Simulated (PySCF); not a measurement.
**Calcium: a sound run and one with changed settings**

Sound run: Ca [Ar] 4s2, Ca⁺ [Ar] 4s1. Computed with PySCF 2.14 in pcseg-2, with the non-relativistic Hamiltonian (point nucleus). In the sound run the correlated levels freeze [Ar]. The sound run starts from symmetry-adapted Hartree-Fock orbitals and uses a fine grid where one is needed.

Changed run: all electrons correlated in a basis built for the valence shell.

```csv
species,method,sound run (hartree),changed run (hartree),converged
Ca,MP2,-676.76231,-676.95511,yes
Ca,CCSD(T),-676.77173,-676.97712,yes
Ca⁺,MP2,n/a,-676.73962,yes
Ca⁺,CCSD(T),n/a,-676.75658,yes
```

Ionisation energy of Ca:

```
 method  sound run (eV)  changed run (eV)
    UHF           5.121             5.121
    MP2           5.620             5.864
SCS-MP2           5.720             5.912
   CCSD           5.877             5.954
CCSD(T)           5.877             6.001
```

A valence basis has no tight correlating functions, so it recovers only part of the core correlation, and not evenly between atom and ion.

For comparison, NIST gives 6.113 eV between the lowest levels.
